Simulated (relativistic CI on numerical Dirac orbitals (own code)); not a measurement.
Calculated at this level of theory: Dirac-Coulomb-Breit CI, orbitals from a KLI potential per configuration, a model potential for QED, unscaled Slater integrals (own radial code, finite nucleus).

Configurations in the expansion (outside the closed core [Ne]): 3s2.3p2, 3s2.3p.3d, 3s.3p3, 3s2.3d2, 3p4, 3s.3p2.3d, 3p2.3d2, 3s.3p.3d2, 3p3.3d, 3s2.3d.4s, 3s2.3d.4p, 3s.3p.3d.4s, 3p3.4s, 3s2.3p.4s, 3s.3p.3d.4p, 3p3.4p, 3s2.3p.4p, 3p2.3d.4s, 3s2.3p.4d, 3p2.3d.4p, 3s2.3p.4f, 3s.3p2.4s, 3s.3p2.4p, 3s.3p2.4d, 3s.3p2.4f, 3s2.4s2, 3s2.3p.5s, 3s2.3p.5p, 3s2.4s.4p, 3s2.3p.5d, 3s2.3p.5f, 3s2.3p.5g, 3s2.4p2, 3s.3p.4s2, 3s.3p2.5s, 3s.3p.4s.4p. Levels of other configurations are missing.

At this charge energies of transitions that change n are usually good to better than 1 %, and those within a shell (Δn = 0) to a few per cent.

Outline of the computed level scheme of W LXI. Lowest level of each configuration: 3s2.3p2 3P_0 at 0.00 eV; 3s.3p3 3P°_2 at 516.63 eV; 3s2.3p.3d 3F°_2 at 568.34 eV; 3s.3p2.3d 3D_1 at 741.96 eV; 3p4 3P_2 at 1080.11 eV.

Some strong electric-dipole decays among the lowest 45 levels: 3s2.3p.3d 3D°_1 → 3s2.3p2 3P_0 (4.7e+12 s⁻¹); 3s.3p2.3d 3D_1 → 3s.3p3 3D°_1 (4.1e+12 s⁻¹); 3s2.3p.3d 3P°_1 → 3s2.3p2 3P_1 (3.6e+12 s⁻¹); 3s2.3p.3d 3D°_2 → 3s2.3p2 1D_2 (3.5e+12 s⁻¹); 3s2.3p.3d 3P°_0 → 3s2.3p2 3P_1 (3.3e+12 s⁻¹); 3s.3p2.3d 3D_2 → 3s.3p3 3P°_2 (3.2e+12 s⁻¹); 3s.3p2.3d 3D_1 → 3s2.3p.3d 3F°_2 (2.7e+12 s⁻¹); 3s.3p3 3S°_1 → 3s2.3p2 1D_2 (2.5e+12 s⁻¹).

LS names give the leading component of a level, which can be under half, so a name can repeat, a term be missing and a line seem to break the LS rules.
